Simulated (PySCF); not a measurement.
**Electron correlation in Pr⁴⁸⁺ (praseodymium, charge +48)**

[Ne] 3s1, 2S determinant. Computed with PySCF 2.14 in an uncontracted even-tempered set (18 s from 10 bohr⁻², ratio 2.5; 12 p from 14 bohr⁻², ratio 2.5; 4 d from 50 bohr⁻², ratio 2.7; 4 f from 75 bohr⁻², ratio 2.7), with the spin-free X2C one-electron Hamiltonian (Gaussian nucleus). Frozen: 1s2; 9 electrons correlated; the 21 highest virtual orbitals of each spin left out.

```
  level  correlation energy (mhartree)
   CCSD                        -340.78
    (T)                          -0.08
CCSD(T)                        -340.86
```

Diagnostics: T1 = 5.9e-05, D1 = 0.0002, largest double amplitude 0.002.

Cost of the coupled-cluster step: of the order of 28 core-seconds, for 9 correlated electrons.

At this charge the one-electron X2C treatment keeps the bare 1/r₁₂, with no two-electron picture change or Breit term. The effect here is smaller than on the frozen 1s shell; and a scalar Hamiltonian misses the large spin-orbit splitting of the p shells, which matters for ns² → np² pairs.
